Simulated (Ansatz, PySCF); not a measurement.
Gas-phase reaction (SMILES): FB(F)Br + N (NH3) -> NB(F)F + Br (HBr); ammonia cleaves one B-Br bond, a model of a ligand-exchange step.

Geometries: B3LYP-D3(BJ)/def2-TZVP minima from Ansatz (an electronic-structure program), one conformer each, not searched for the lowest. Correlated levels leave the core frozen unless marked. Spin-orbit coupling is left out. The frozen core is the preceding noble-gas configuration, with the filled d and f shells of earlier blocks. Non-relativistic. Basis-set limits of correlation are two-point, X^-3; Hartree-Fock from the larger set. The bracket is a focal-point correction in the basis named. Thermal terms are rigid-rotor harmonic-oscillator values from B3LYP-D3(BJ) frequencies (Ansatz or PySCF) at 298.15 K and 1 atm. 1 Eh = 627.5095 kcal/mol.

```csv
species,"E, RI-MP2/CBS(aug-cc-pVTZ,aug-cc-pVQZ)+[CCSD(T)-MP2]/aug-cc-pVTZ (Ansatz) (Eh)","E, PBE-D3(BJ)/def2-TZVPD (Ansatz + dftd3) (Eh)",H - E (Eh),G - E (Eh)
FB(F)Br,-2797.21438,-2798.33695,0.01510,-0.01756
N (NH3),-56.50756,-56.51114,0.03799,0.01614
NB(F)F,-280.45847,-280.49602,0.04174,0.01090
Br (HBr),-2573.28323,-2574.36932,0.00927,-0.01328
```

Question: Work out ΔE and ΔH, ΔG, ΔS and the equilibrium constant at 298.15 K at the first level, then ΔH at the second.

Answer: 
1. ΔE = [(-280.45847) + (-2573.28323)] - [(-2797.21438) + (-56.50756)] = -0.01976 Eh = -12.4 kcal/mol at RI-MP2/CBS(aug-cc-pVTZ,aug-cc-pVQZ)+[CCSD(T)-MP2]/aug-cc-pVTZ.
2. The terms H - E add up to -0.00208 Eh, so ΔH = (-0.01976 + (-0.00208))×627.5095 = -13.7 kcal/mol.
3. The terms G - E add up to -0.00096 Eh, so ΔG = -13.0 kcal/mol, and ΔS = (-0.00208 - (-0.00096))×627509.5/298.15 = -2.4 cal/(mol K).
4. log10 K = -ΔG/(RT ln 10) = 9.5, with RT ln 10 = 1.3642 kcal/mol.
5. At PBE-D3(BJ)/def2-TZVPD the same steps give ΔE = -10.8 and ΔH = -12.1 kcal/mol, a shift of +1.6 from the first level.
6. These values are not checked against measurement here, since the tables used lack a sound gas-phase enthalpy of formation for at least one species.
